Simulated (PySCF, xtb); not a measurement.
H3O4P, SMILES O=P(O)(O)O (connectivity only; charge and spin as stated), charge -1, multiplicity 2. Other conformers were not sampled.

Harmonic wavenumbers (cm⁻¹) from xtb with GFN2-xTB at its own minimum, in rising order: 157, 193, 238, 258, 304, 342, 383, 448, 462, 522, 723, 754, 792, 917, 1145, 3647, 3689, 3719.

Problem. What does B3LYP-D3(BJ)/def2-SVPD in PySCF give at its own minimum? (Estimate from the structure and the level; the computed values follow.)

Solution. 184, 200, 263, 333, 354, 406, 420, 452, 547, 551, 748, 896, 957, 1100, 1101, 3797, 3800, 3806. Paired by order, the mean absolute difference is 73 cm⁻¹ and the zero-point energies are 26.7 and 28.5 kcal/mol.
